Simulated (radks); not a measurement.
The numbers below are computed, except where a source is named.
Cd18+, 30 electrons, occupied as [Ar] 3d10 4s2. Level of theory: scalar-relativistic Kohn-Sham, LB94 model potential, spin-unpolarised, spherical densities, finite nucleus; Fermi nuclear charge, rms radius 4.6087 fm (a radial shooting solver on a logarithmic mesh with Libxc functionals).

Unscreened Slater integrals over Kohn-Sham orbitals (eV). Empty in this configuration: 4p.

F0(4s,4s): 32.063
F0(4s,3d): 40.373
G2(4s,3d): 3.8190
F0(4s,3p): 39.886
G1(4s,3p): 3.8832
F0(4s,3s): 39.815
G0(4s,3s): 2.9121
F0(4s,4p): 31.529
G1(4s,4p): 21.455
F0(3d,3d): 75.591
F2(3d,3d): 37.827
F4(3d,3d): 24.167
F0(3d,3p): 71.779
F2(3d,3p): 34.717
G1(3d,3p): 39.597
G3(3d,3p): 25.535
F0(3d,3s): 71.378
G2(3d,3s): 30.051
F0(3d,4p): 39.481
F2(3d,4p): 10.997
G1(3d,4p): 3.6905
G3(3d,4p): 3.6667
F0(3p,3p): 69.503
F2(3p,3p): 35.075
F0(3p,3s): 69.119
G1(3p,3s): 45.492
F0(3p,4p): 39.002
F2(3p,4p): 11.573
G0(3p,4p): 3.1317
G2(3p,4p): 3.8009
F0(3s,3s): 68.861
F0(3s,4p): 38.899
G1(3s,4p): 3.3529
F0(4p,4p): 31.036
F2(4p,4p): 16.300
